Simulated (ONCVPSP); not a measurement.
# What one change does to a pseudopotential (bromine, ONCV)

- Element: bromine (Br)
- Generator: ONCVPSP 4.0.1
- Type: optimised norm-conserving Vanderbilt (ONCV)
- Functional: PBE
- Relativity: scalar-relativistic
- Frozen core: [Ar] 3d10
- Valence charge: 7
- Reference configuration: 4s2 4p5
- Partial waves: 4s: rc 1.40 bohr, ncon 4, nbas 8, qcut 5.4 1/bohr, 2 projectors, debl 1.5 Ha; 4p: rc 1.60 bohr, ncon 3, nbas 7, qcut 4.9 1/bohr, 2 projectors, debl 2.5 Ha; d scattering state at 0.39 Ha: rc 1.50 bohr, ncon 5, nbas 8, qcut 7.4 1/bohr, 2 projectors, debl 3 Ha
- Local potential: polynomial inside 1.10 bohr (lpopt 5, dvloc0 -1 Ha)
- Core correction: none

All-electron outer shells of the reference configuration (PBE, scalar-relativistic, ld1.x):

```csv
shell,level (eV),outermost node (bohr),outermost maximum (bohr)
3p,-173.49,0.21,0.48
3d,-66.72,–,0.43
4s,-20.13,0.67,1.41
4p,-7.86,0.70,1.66
```

Change: s: qcut 3.2.

Cutoffs: the cutoffs (Ha) at which the residual kinetic energy of the hardest occupied pseudo-wave falls to 1 and 0.1 mHa per electron; they do not see the model core or the augmentation charge, which bear on the density cutoff. Errors are all-electron minus pseudo energies relative to the spin-unpolarised reference configuration.

**Question.** Predict the effect on cutoff, ghosts and configuration errors.

**Answer.** The potential gets harder (13 Ha and 36 Ha → 76 Ha and 91 Ha); both files keep a bound ghost (d); the lowest positive-energy flag moves from s at 30.5 eV to s at 70.2 eV; of the 4 tests that both files solve, the error grows in 0 and shrinks in 2 by more than 15 % and 0.3 meV (median size 39.9 → 32.8 meV); the range in which the s phases agree widens (upper end 1.1 → 2.5).

| quantity | base | changed |
| --- | --- | --- |
| cutoff, loose | 13 Ha | 76 Ha |
| cutoff, tight | 36 Ha | 91 Ha |
| loose cutoff by channel | s 13 Ha, p 11 Ha | s 76 Ha, p 11 Ha |
| bound ghosts | d | d |
| GHOST(+) flags under 300 eV | s at 30.5 eV, p at 202.7 eV | s at 70.2 eV, p at 202.7 eV |
| error for 4s2 4p4, meV [ΔE 12.55 eV] | -4.0 | -3.6 |
| error for 4s2 4p3, meV [ΔE 35.31 eV] | -21 | -18 |
| error for 4s2 4p2, meV [ΔE 69.30 eV] | -59 | -48 |
| error for 4s2 4p1, meV [ΔE 115.32 eV] | -115 | -85 |
| s: phases at 1.42 bohr within 0.05 rad from the reference energy up to (Ha; the scan ends near 5) | 1.1 | 2.5 |
| p: phases at 1.62 bohr within 0.05 rad from the reference energy up to (Ha; the scan ends near 5) | to the end of the scan | to the end of the scan |
| d: phases at 1.52 bohr within 0.05 rad from the reference energy up to (Ha; the scan ends near 5) | to the end of the scan | to the end of the scan |

Base: The cutoffs count occupied waves only; projector 2 of the d channel, the hardest unoccupied one, needs 125 Ha at the loose tolerance. A true bound ghost makes a file unfit for plane-wave use even where its test errors are small: the radial tests pick states by their node count and pass the ghost by.
